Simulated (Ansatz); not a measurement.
Ansatz (a quantum-chemistry and plane-wave program) input file for methylselanylethene (C₃H₆Se), SMILES C[Se]C=C, B3LYP-D3(BJ)/def2-SVP. 

Ansatz 0.2 input:
```yaml
crystal:
  periodic: [false, false, false]
  atoms:
    - {symbol: C, position_ang: [2.22334771, -0.94985087, -0.21141535]}
    - {symbol: C, position_ang: [0.93788068, -0.94781808, 0.09927538]}
    - {symbol: Se, position_ang: [-0.21645692, 0.54596923, -0.11406036]}
    - {symbol: C, position_ang: [-1.85528052, -0.33472074, 0.48991044]}
    - {symbol: H, position_ang: [2.71129501, -0.08073633, -0.61998548]}
    - {symbol: H, position_ang: [2.83230891, -1.82613200, -0.06587169]}
    - {symbol: H, position_ang: [0.43880833, -1.81486031, 0.50989294]}
    - {symbol: H, position_ang: [-2.07605521, -1.17272117, -0.16714033]}
    - {symbol: H, position_ang: [-2.65642879, 0.39731004, 0.43866265]}
    - {symbol: H, position_ang: [-1.72608000, -0.67147591, 1.51587115]}
basis:
  gaussian:
    orbitals: def2-SVP
hamiltonian:
  xc: b3lyp
  dispersion: d3bj
relax: {f_tol: 0.002, max_steps: 200}
```

Program output:

```
Functional definition: B3LYP
integrals: 0.06 GiB planned
1151 factors; integrals over basis functions are off by at most 4.2e-4 eV
mean field: 0.46 GiB planned
mean field evaluation 1: about -68537.5087 eV, gradient 6.5e1 eV
mean field evaluation 2: about -68527.8633 eV, gradient 8.6e1 eV
mean field evaluation 4: about -68548.2901 eV, gradient 4.5e0 eV
mean field evaluation 8: about -68548.3503 eV, gradient 6.9e-2 eV
mean field -68548.35028521 eV, -2519.1054092409 hartree, gradient 3.6e-5 eV, S^2 0.000000; 0 other end points of the search recorded, 0 dependent functions left out
the calculation of the forces begins
reference -68548.35051427 eV, -2519.1054176585 hartree; 29, 29 occupied and 75, 75 virtual orbitals, 1151 factors
relax step   1: F+E_penalty+E_count = -68548.72111913 eV  Δ(F+E_penalty+E_count) = +0.000e0 eV  max|allowed force component| = 5.952e-1 eV/Å  Δτ_max = 0.0000 Å  (25 SCF iters, accepted)
these checks for a lower state are left out or cut short: starts, cluster_reference, orbital_swaps, neighbouring_geometries, increment
integrals: 0.06 GiB planned
1151 factors; integrals over basis functions are off by at most 4.4e-4 eV
mean field: 0.46 GiB planned
mean field evaluation 16: about -68548.3516 eV, gradient 1.6e0 eV
mean field -68548.38134959 eV, -2519.1065508356 hartree, gradient 1.0e-5 eV, S^2 0.000000; 0 other end points of the search recorded, 0 dependent functions left out
the calculation of the forces begins
reference -68548.38157982 eV, -2519.1065592966 hartree; 29, 29 occupied and 75, 75 virtual orbitals, 1151 factors
relax step   2: F+E_penalty+E_count = -68548.74990979 eV  Δ(F+E_penalty+E_count) = -2.879e-2 eV  max|allowed force component| = 1.370e-1 eV/Å  Δτ_max = 0.0389 Å  (30 SCF iters, accepted)
these checks for a lower state are left out or cut short: starts, cluster_reference, orbital_swaps, neighbouring_geometries, increment
integrals: 0.06 GiB planned
1151 factors; integrals over basis functions are off by at most 4.4e-4 eV
mean field: 0.46 GiB planned
mean field -68548.38383436 eV, -2519.1066421492 hartree, gradient 1.0e-5 eV, S^2 0.000000; 0 other end points of the search recorded, 0 dependent functions left out
the calculation of the forces begins
reference -68548.38406510 eV, -2519.1066506291 hartree; 29, 29 occupied and 75, 75 virtual orbitals, 1151 factors
relax step   3: F+E_penalty+E_count = -68548.75154046 eV  Δ(F+E_penalty+E_count) = -1.631e-3 eV  max|allowed force component| = 4.973e-2 eV/Å  Δτ_max = 0.0196 Å  (31 SCF iters, accepted)
these checks for a lower state are left out or cut short: starts, cluster_reference, orbital_swaps, neighbouring_geometries, increment
integrals: 0.06 GiB planned
1151 factors; integrals over basis functions are off by at most 4.5e-4 eV
mean field: 0.46 GiB planned
mean field evaluation 32: about -68548.3841 eV, gradient 9.0e-2 eV
mean field -68548.38416890 eV, -2519.1066544435 hartree, gradient 1.0e-5 eV, S^2 0.000000; 0 other end points of the search recorded, 0 dependent functions left out
the calculation of the forces begins
reference -68548.38439949 eV, -2519.1066629175 hartree; 29, 29 occupied and 75, 75 virtual orbitals, 1151 factors
relax step   4: F+E_penalty+E_count = -68548.75202060 eV  Δ(F+E_penalty+E_count) = -4.801e-4 eV  max|allowed force component| = 2.985e-2 eV/Å  Δτ_max = 0.0217 Å  (29 SCF iters, accepted)
these checks for a lower state are left out or cut short: starts, cluster_reference, orbital_swaps, neighbouring_geometries, increment
integrals: 0.06 GiB planned
1151 factors; integrals over basis functions are off by at most 4.4e-4 eV
mean field: 0.46 GiB planned
mean field -68548.38453343 eV, -2519.1066678398 hartree, gradient 1.0e-5 eV, S^2 0.000000; 0 other end points of the search recorded, 0 dependent functions left out
the calculation of the forces begins
reference -68548.38476412 eV, -2519.1066763175 hartree; 29, 29 occupied and 75, 75 virtual orbitals, 1151 factors
relax step   5: F+E_penalty+E_count = -68548.75199055 eV  Δ(F+E_penalty+E_count) = +3.005e-5 eV  max|allowed force component| = 2.806e-2 eV/Å  Δτ_max = 0.0140 Å  (29 SCF iters, rejected (line search))
these checks for a lower state are left out or cut short: starts, cluster_reference, orbital_swaps, neighbouring_geometries, increment
integrals: 0.06 GiB planned
1151 factors; integrals over basis functions are off by at most 4.4e-4 eV
mean field: 0.46 GiB planned
[...]
these checks for a lower state are left out or cut short: starts, cluster_reference, orbital_swaps, neighbouring_geometries, increment
integrals: 0.06 GiB planned
1151 factors; integrals over basis functions are off by at most 3.8e-4 eV
mean field: 0.46 GiB planned
mean field -68548.38695234 eV, -2519.1067567328 hartree, gradient 1.1e-5 eV, S^2 0.000000; 0 other end points of the search recorded, 0 dependent functions left out
the calculation of the forces begins
reference -68548.38718369 eV, -2519.1067652348 hartree; 29, 29 occupied and 75, 75 virtual orbitals, 1151 factors
relax step  15: F+E_penalty+E_count = -68548.75462708 eV  Δ(F+E_penalty+E_count) = -3.405e-4 eV  max|allowed force component| = 7.661e-2 eV/Å  Δτ_max = 0.0642 Å  (29 SCF iters, accepted)
these checks for a lower state are left out or cut short: starts, cluster_reference, orbital_swaps, neighbouring_geometries, increment
integrals: 0.06 GiB planned
1151 factors; integrals over basis functions are off by at most 3.8e-4 eV
mean field: 0.46 GiB planned
mean field -68548.38701101 eV, -2519.1067588891 hartree, gradient 1.3e-5 eV, S^2 0.000000; 0 other end points of the search recorded, 0 dependent functions left out
the calculation of the forces begins
reference -68548.38724235 eV, -2519.1067673907 hartree; 29, 29 occupied and 75, 75 virtual orbitals, 1151 factors
relax step  16: F+E_penalty+E_count = -68548.75492154 eV  Δ(F+E_penalty+E_count) = -2.945e-4 eV  max|allowed force component| = 4.782e-2 eV/Å  Δτ_max = 0.0115 Å  (24 SCF iters, accepted)
these checks for a lower state are left out or cut short: starts, cluster_reference, orbital_swaps, neighbouring_geometries, increment
integrals: 0.06 GiB planned
1151 factors; integrals over basis functions are off by at most 3.7e-4 eV
mean field: 0.46 GiB planned
mean field -68548.38720597 eV, -2519.1067660539 hartree, gradient 2.3e-5 eV, S^2 0.000000; 0 other end points of the search recorded, 0 dependent functions left out
the calculation of the forces begins
reference -68548.38743732 eV, -2519.1067745556 hartree; 29, 29 occupied and 75, 75 virtual orbitals, 1151 factors
relax step  17: F+E_penalty+E_count = -68548.75514608 eV  Δ(F+E_penalty+E_count) = -2.245e-4 eV  max|allowed force component| = 2.261e-2 eV/Å  Δτ_max = 0.0050 Å  (22 SCF iters, accepted)
these checks for a lower state are left out or cut short: starts, cluster_reference, orbital_swaps, neighbouring_geometries, increment
integrals: 0.06 GiB planned
1151 factors; integrals over basis functions are off by at most 3.7e-4 eV
mean field: 0.46 GiB planned
mean field evaluation 128: about -68548.3874 eV, gradient 1.1e-4 eV
mean field -68548.38736679 eV, -2519.1067719636 hartree, gradient 1.1e-5 eV, S^2 0.000000; 0 other end points of the search recorded, 0 dependent functions left out
the calculation of the forces begins
reference -68548.38759834 eV, -2519.1067804732 hartree; 29, 29 occupied and 75, 75 virtual orbitals, 1151 factors
relax step  18: F+E_penalty+E_count = -68548.75529741 eV  Δ(F+E_penalty+E_count) = -1.513e-4 eV  max|allowed force component| = 9.394e-3 eV/Å  Δτ_max = 0.0268 Å  (29 SCF iters, accepted)
these checks for a lower state are left out or cut short: starts, cluster_reference, orbital_swaps, neighbouring_geometries, increment
integrals: 0.06 GiB planned
1151 factors; integrals over basis functions are off by at most 3.6e-4 eV
mean field: 0.46 GiB planned
mean field -68548.38743451 eV, -2519.1067744524 hartree, gradient 1.1e-5 eV, S^2 0.000000; 0 other end points of the search recorded, 0 dependent functions left out
the calculation of the forces begins
reference -68548.38766626 eV, -2519.1067829690 hartree; 29, 29 occupied and 75, 75 virtual orbitals, 1151 factors
relax step  19: F+E_penalty+E_count = -68548.75534833 eV  Δ(F+E_penalty+E_count) = -5.092e-5 eV  max|allowed force component| = 7.828e-3 eV/Å  Δτ_max = 0.0254 Å  (30 SCF iters, accepted)
these checks for a lower state are left out or cut short: starts, cluster_reference, orbital_swaps, neighbouring_geometries, increment
integrals: 0.06 GiB planned
1151 factors; integrals over basis functions are off by at most 3.6e-4 eV
mean field: 0.46 GiB planned
mean field -68548.38744510 eV, -2519.1067748418 hartree, gradient 1.1e-5 eV, S^2 0.000000; 0 other end points of the search recorded, 0 dependent functions left out
the calculation of the forces begins
reference -68548.38767687 eV, -2519.1067833591 hartree; 29, 29 occupied and 75, 75 virtual orbitals, 1151 factors
relax step  20: F+E_penalty+E_count = -68548.75535589 eV  Δ(F+E_penalty+E_count) = -7.557e-6 eV  max|allowed force component| = 5.778e-3 eV/Å  Δτ_max = 0.0046 Å  (23 SCF iters, accepted)
these checks for a lower state are left out or cut short: starts, cluster_reference, orbital_swaps, neighbouring_geometries, increment
integrals: 0.06 GiB planned
1151 factors; integrals over basis functions are off by at most 3.6e-4 eV
mean field: 0.46 GiB planned
mean field -68548.38741974 eV, -2519.1067739096 hartree, gradient 1.9e-5 eV, S^2 0.000000; 0 other end points of the search recorded, 0 dependent functions left out
the calculation of the forces begins
reference -68548.38765149 eV, -2519.1067824264 hartree; 29, 29 occupied and 75, 75 virtual orbitals, 1151 factors
relax step  21: F+E_penalty+E_count = -68548.75535839 eV  Δ(F+E_penalty+E_count) = -2.499e-6 eV  max|allowed force component| = 3.343e-3 eV/Å  Δτ_max = 0.0009 Å  (20 SCF iters, accepted)
these checks for a lower state are left out or cut short: starts, cluster_reference, orbital_swaps, neighbouring_geometries, increment
integrals: 0.06 GiB planned
1151 factors; integrals over basis functions are off by at most 3.6e-4 eV
mean field: 0.46 GiB planned
mean field -68548.38742872 eV, -2519.1067742395 hartree, gradient 1.3e-5 eV, S^2 0.000000; 0 other end points of the search recorded, 0 dependent functions left out
the calculation of the forces begins
reference -68548.38766047 eV, -2519.1067827564 hartree; 29, 29 occupied and 75, 75 virtual orbitals, 1151 factors
relax step  22: F+E_penalty+E_count = -68548.75535904 eV  Δ(F+E_penalty+E_count) = -6.506e-7 eV  max|allowed force component| = 1.407e-3 eV/Å  Δτ_max = 0.0008 Å  (19 SCF iters, accepted)
integrals: 0.06 GiB planned
1151 factors; integrals over basis functions are off by at most 3.6e-4 eV
mean field: 0.46 GiB planned
mean field evaluation 160: about -68548.3871 eV, gradient 3.6e-1 eV
mean field -68548.38742872 eV, -2519.1067742395 hartree, gradient 1.3e-5 eV, S^2 0.000000; 1 other end points of the search recorded, 0 dependent functions left out
the calculation of the forces begins
reference -68548.38766047 eV, -2519.1067827564 hartree; 29, 29 occupied and 75, 75 virtual orbitals, 1151 factors
Total energy: -68548.75559079 eV, -2519.1203039463 hartree
Atom 0 at     2.200536    -0.972531    -0.277942 Å, force     0.000794    -0.000086     0.001407 eV/Å
Atom 1 at     0.979486    -0.903277     0.261228 Å, force    -0.000510     0.000157    -0.000349 eV/Å
Atom 2 at    -0.178487     0.603903     0.110891 Å, force     0.000242    -0.000088    -0.000159 eV/Å
Atom 3 at    -1.866022    -0.345398     0.428024 Å, force    -0.000272    -0.000325     0.000160 eV/Å
Atom 4 at     2.607249    -0.176463    -0.908679 Å, force    -0.000428    -0.000054    -0.000290 eV/Å
Atom 5 at     2.841214    -1.839134    -0.091137 Å, force    -0.000096    -0.000031    -0.000743 eV/Å
Atom 6 at     0.587813    -1.715375     0.884182 Å, force    -0.000158     0.000339    -0.000008 eV/Å
Atom 7 at    -2.073562    -1.050662    -0.387419 Å, force     0.000282     0.000125     0.000069 eV/Å
Atom 8 at    -2.656424     0.416520     0.464642 Å, force     0.000268    -0.000009    -0.000043 eV/Å
Atom 9 at    -1.828464    -0.872619     1.391349 Å, force    -0.000123    -0.000027    -0.000044 eV/Å
Dipole moment:    -0.175806    -0.192804     0.063738 e Å
```

The calculation finished and met its thresholds.

Cost: around 2.8 core-minutes (rough).
